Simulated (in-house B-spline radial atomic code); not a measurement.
RPA and G0W0 for N³⁺, [He] 2s2, as one setting changes: the radius of a hard wall (bohr). Start: PBE0. A dash marks a level of low quasi-particle weight. Computed with an all-electron radial atomic-structure program (B-spline basis): all electrons, non-relativistic, point nucleus, each spin shell either full or empty, empty states to l = 9 with an (l + 1/2)⁻⁴ tail; G0W0 by contour deformation at full frequency.

| radius of a hard wall (bohr) | mean-field level (eV) | G0W0 level (eV) | RPA correlation (Eh) |
| --- | --- | --- | --- |
| 2 | -61.71 | 2s -70.44 | -0.25438 |
| 2.5 | ? | ? | ? |
| 3 | -69.66 | 2s -77.09 | -0.22738 |
| 3.5 | -70.04 | 2s -77.32 | -0.22553 |
| 4 | -70.12 | 2s -77.35 | -0.22509 |
| 5 | -70.14 | 2s -77.36 | -0.22498 |
| 6 | ? | ? | ? |
| 8 | -70.14 | 2s -77.36 | -0.22496 |
| 12 | -70.14 | 2s -77.36 | -0.22495 |

Problem. What belongs in the row for 2.5?

Solution. mean-field level (eV): -68.06; G0W0 level (eV): 2s -75.88; RPA correlation (Eh): -0.23394.

Problem. What belongs in the row for 6?

Solution. mean-field level (eV): -70.14; G0W0 level (eV): 2s -77.36; RPA correlation (Eh): -0.22497.
